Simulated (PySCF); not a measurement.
Gas-phase reaction: 3 Ga(CH₃)₃ + 3 CH₃NH₂ + 2 H ⇌ 3 Ga(CH₃)₃.NH₃ + C₃H₈

Energies from PySCF, thermal terms from the rigid-rotor harmonic-oscillator model, ideal gas at 1 bar. † marks an energy on the PBE0/def2-TZVP geometry and frequencies; other levels use their own. 6-31G* has spherical d functions here. Open shells (unrestricted): H (multiplicity 2); the rest are closed-shell singlets. Ga: all electrons, no relativistic terms. Adducts (Ga(CH₃)₃.NH₃) have no counterpoise correction, and HF, PBE, BLYP, B3LYP and PBE0 lack dispersion. Methyl groups turn as free rotors in Ga(CH₃)₃. The harmonic model lacks anharmonicity and excited electronic states, which grow with temperature; levels with a mode under 35 cm⁻¹ are left out. Internal rotation in CH₃NH₂, C₃H₈ is treated as a harmonic vibration of one conformer, which makes the entropy rough. Soft modes under 120 cm⁻¹ make the harmonic entropy rough for Ga(CH₃)₃.NH₃.

ΔH° and ΔS° at 298 K: HF/6-31G* -638 kJ, -480 J/K; HF/def2-TZVP† -638 kJ, -478 J/K; PBE/def2-SVP -780 kJ, -479 J/K; PBE/def2-TZVP† -743 kJ, -478 J/K; PBE0/def2-TZVP -762 kJ, -478 J/K.

Task: With the heat capacities included, give log10 K (1 bar) at 600, 1000, 1800, 2000, 2500 K from HF/6-31G*, HF/def2-TZVP†, PBE/def2-SVP, PBE/def2-TZVP†, PBE0/def2-TZVP.

Result: 
```json
[
 {"T (K)": "600", "HF/6-31G*": "31.0", "HF/def2-TZVP†": "31.1", "PBE/def2-SVP": "43.4", "PBE/def2-TZVP†": "40.3", "PBE0/def2-TZVP": "41.9"},
 {"T (K)": "1000", "HF/6-31G*": "9.7", "HF/def2-TZVP†": "9.8", "PBE/def2-SVP": "17.2", "PBE/def2-TZVP†": "15.3", "PBE0/def2-TZVP": "16.3"},
 {"T (K)": "1800", "HF/6-31G*": "-3.7", "HF/def2-TZVP†": "-3.6", "PBE/def2-SVP": "0.5", "PBE/def2-TZVP†": "-0.5", "PBE0/def2-TZVP": "0.0"},
 {"T (K)": "2000", "HF/6-31G*": "-5.3", "HF/def2-TZVP†": "-5.2", "PBE/def2-SVP": "-1.5", "PBE/def2-TZVP†": "-2.4", "PBE0/def2-TZVP": "-1.9"},
 {"T (K)": "2500", "HF/6-31G*": "-7.9", "HF/def2-TZVP†": "-7.8", "PBE/def2-SVP": "-4.9", "PBE/def2-TZVP†": "-5.6", "PBE0/def2-TZVP": "-5.3"}
]
```
